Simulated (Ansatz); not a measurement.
AlF$_{3}$, singlet, geometry from GFN2-xTB (such geometries of metal compounds can be far from the true shape), atoms displaced at random by about 0.02 Å a coordinate. Base run: PBE0/def2-SV(P) (Ansatz, an electronic-structure program).

The Ansatz input:
Ansatz 0.2 input:
```yaml
crystal:
  periodic: [false, false, false]
  atoms:
    - {symbol: Al, position_ang: [-0.01450360, 0.00399368, 0.00053688]}
    - {symbol: F, position_ang: [-0.01643736, 1.64638743, 0.04870026]}
    - {symbol: F, position_ang: [1.44664499, -0.81275241, -0.02443785]}
    - {symbol: F, position_ang: [-1.37158979, -0.80930196, -0.01846607]}
basis:
  gaussian:
    orbitals: def2-SV_P_.json
hamiltonian:
  xc: pbe0
relax: {}
```
The basis file holds def2-SV(P) in the JSON format of the Basis Set Exchange.

The base run was repeated with changes; each row names its change, and settings that it needs were set with it.

```tsv
change	ΔE vs base (µEh)	optimiser steps
base	0.0	5
relax = escape_saddle: false	0.0	5
relax = f_tol: 0.05	8.3	3
relax = max_displacement: 0.02	0.0	4
relax = max_displacement: 0.5	0.0	5
relax = f_tol: 0.002	0.0	5
relax = f_tol: 0.1	8.3	3
```
